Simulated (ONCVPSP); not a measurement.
# Be: ONCV pseudisation with BLYP, scalar-relativistic reference atom.

ONCVPSP 4.0.1 was run on this input:

```
# ATOM AND REFERENCE CONFIGURATION
# atsym  z   nc   nv     iexc    psfile
  Be 4.00    0    2  -106131      upf
#
#   n    l    f
    1    0    2.00
    2    0    2.00
#
# PSEUDOPOTENTIAL AND OPTIMIZATION
# lmax
    1
#
#   l,   rc,      ep,       ncon, nbas, qcut
    0    0.90    0.00    4    7   11.70
    1    0.90    0.43    5    8    8.70
#
# LOCAL POTENTIAL
# lloc, lpopt,  rc(5),   dvloc0
    4    5    0.70    3.00
#
# VANDERBILT-KLEINMAN-BYLANDER PROJECTORs
# l, nproj, debl
    0    2    0.50
    1    2    1.50
#
# MODEL CORE CHARGE
# icmod, fcfact, rcfact
    0    0.00    0.00
#
# LOG DERIVATIVE ANALYSIS
# epsh1, epsh2, depsh
   -5.00    5.00    0.04
#
# OUTPUT GRID
# rlmax, drl
    6.00    0.01
#
# TEST CONFIGURATIONS
# ncnf
    4
# nvcnf
#   n    l    f
    2
    1    0    2.00
    2    0    1.00
#
    2
    1    0    2.00
    2    0    0.00
#
    2
    1    0    2.00
    2    0    1.50
#
    3
    1    0    2.00
    2    0    1.00
    2    1    1.00
#
```

Command:

```bash
oncvpsp.x < Be.dat > Be.out
```

Resulting log (shortened: citation, most of the input echo, consistency checks and plot data are left out):

```
ONCVPSP  (Optimized Norm-Conservinng Vanderbilt PSeudopotential)
scalar-relativistic version 4.0.1

#   n    l    f        energy (Ha)
    1    0    2.00    -3.9169099E+00
    2    0    2.00    -2.0095006E-01

Reference configufation results
  iterations    29
  all-electron total energy (Ha)   -1.46644557D+01

Begin loop to  construct optimized pseudo wave functions
and semi-local pseudopoentials for all angular momenta

Calculating optimized projector #   1

 for l=   0

    Fraction of norm inside rc  0.948172
    Optimizing pswf for qcut=  11.72 a_B^-1,  ecut=  68.71 Ha
    Residual kinetic energy error=  1.72D-04 Ha

    Energy error per electron        Cutoff
         Ha          eV             Ha
         0.01000     0.27211       49.32
         0.00100     0.02721       60.56
         0.00010     0.00272       86.85
         0.00001     0.00027      159.74

Calculating optimized projector #   2

 for l=   0

    Fraction of norm inside rc  0.027473
    Optimizing pswf for qcut=  11.72 a_B^-1,  ecut=  68.71 Ha
    Residual kinetic energy error=  5.58D-05 Ha

    Energy error per electron        Cutoff
         Ha          eV             Ha
         0.01000     0.27211       34.53
         0.00100     0.02721       51.76
         0.00010     0.00272       65.36
         0.00001     0.00027      110.77

   Wellstate for l =  1  n =  3
     eigenvalue =   0.4300
     asymptotic potential =   0.9300
     half-point radius =  5.8569

   Wellstate for l =  1  n =  3
     eigenvalue =   1.9300
     asymptotic potential =   2.4300
     half-point radius =  2.3782

Calculating optimized projector #   1

 for l=   1

    Fraction of norm inside rc  0.043966
    Optimizing pswf for qcut=   8.70 a_B^-1,  ecut=  37.84 Ha
    Residual kinetic energy error=  1.64D-04 Ha

    Energy error per electron        Cutoff
         Ha          eV             Ha
         0.01000     0.27211       10.14
         0.00100     0.02721       24.03
         0.00010     0.00272       42.68
         0.00001     0.00027      181.32

Calculating optimized projector #   2

 for l=   1

    Fraction of norm inside rc  0.127719
    Optimizing pswf for qcut=   8.70 a_B^-1,  ecut=  37.84 Ha
    Residual kinetic energy error=  7.39D-04 Ha

    Energy error per electron        Cutoff
         Ha          eV             Ha
         0.01000     0.27211       20.06
         0.00100     0.02721       35.77
         0.00010     0.00272       53.48
         0.00001     0.00027      172.03

Construct Vanderbilt / Kleinmman-Bylander projectors

B matrix Hermiticity error, ll=   0
   1   2    1.5340E-04

  Orthonormal projector coefficients -1.1926E+01 -3.8602E+00

B matrix Hermiticity error, ll=   1
   1   2   -2.1173E-05

  Orthonormal projector coefficients -4.3854E+01 -2.9580E+00

Pseudoatom total energy  -14.310815

Diagnostic tests using Vanderbilt-Kleinman-Bylander pseudopotentials
  1 or more projectors used as specified by nproj input data

   l    rcore       rmatch      e in        delta e   norm test  slope test

   0   0.9004558   0.9277956  -3.9169099   0.0000029   1.0001186   1.0001024
   0   0.9004558   0.9277956  -0.2009501   0.0000036   1.0000299   1.0000264

   1   0.9004558   0.9277956   0.4300000   0.0000075   1.0000765   1.0000765
   1   0.9004558   0.9277956   1.9300000   0.0000201   1.0001101   1.0001101

 Testing for bound ghosts
   n   l    E NL Schr. Eq   E Basis Diag.   E Cutoff

   1   0       -3.916907       -3.916835    233.25
   2   0       -0.200946        0.272279    233.25

   2   1       -0.070854        0.358334    370.20

 Testing for highly-localized positive-energy ghosts
       l    <radius>/rc     E Basis Diag.   E Cutoff

Test configuration 0

   n   l     f        eae           eps        diff
   1   0  2.0000   -3.91690990   -3.91690701    2.89D-06
   2   0  2.0000   -0.20095006   -0.20094642    3.64D-06

    Total energies and differences
      AE_ref= -1.46644557D+01  AE_tst= -1.46644557D+01  dif=  0.00D+00
      PS_ref= -1.43108150D+01  PS_tst= -1.43108150D+01  dif=  0.00D+00
      PSP excitation error=  0.00D+00

Test configuration 1

   n   l     f        eae           eps        diff
   1   0  2.0000   -4.34277879   -4.34057099    2.21D-03
   2   0  1.0000   -0.50121243   -0.50114176    7.07D-05

    Total energies and differences
      AE_ref= -1.46644557D+01  AE_tst= -1.43175919D+01  dif=  3.47D-01
      PS_ref= -1.43108150D+01  PS_tst= -1.39639763D+01  dif=  3.47D-01
      PSP excitation error=  2.50D-05

Test configuration 2

   n   l     f        eae           eps        diff
   1   0  2.0000   -4.87685990   -4.87042470    6.44D-03

    Total energies and differences
      AE_ref= -1.46644557D+01  AE_tst= -1.36527945D+01  dif=  1.01D+00
      PS_ref= -1.43108150D+01  PS_tst= -1.32993432D+01  dif=  1.01D+00
      PSP excitation error=  1.89D-04

Test configuration 3

   n   l     f        eae           eps        diff
   1   0  2.0000   -4.11486491   -4.11400019    8.65D-04
   2   0  1.5000   -0.34475265   -0.34472989    2.28D-05

    Total energies and differences
      AE_ref= -1.46644557D+01  AE_tst= -1.45286536D+01  dif=  1.36D-01
      PS_ref= -1.43108150D+01  PS_tst= -1.41750175D+01  dif=  1.36D-01
      PSP excitation error=  4.54D-06

Test configuration 4

   n   l     f        eae           eps        diff
   1   0  2.0000   -3.96650728   -3.96312778    3.38D-03
   2   0  1.0000   -0.22120609   -0.22111947    8.66D-05
   2   1  1.0000   -0.08911310   -0.08912969   -1.66D-05

    Total energies and differences
      AE_ref= -1.46644557D+01  AE_tst= -1.45333031D+01  dif=  1.31D-01
      PS_ref= -1.43108150D+01  PS_tst= -1.41797109D+01  dif=  1.31D-01
      PSP excitation error=  4.85D-05
```

The run took about 2.4 s on one core of a shared server CPU.
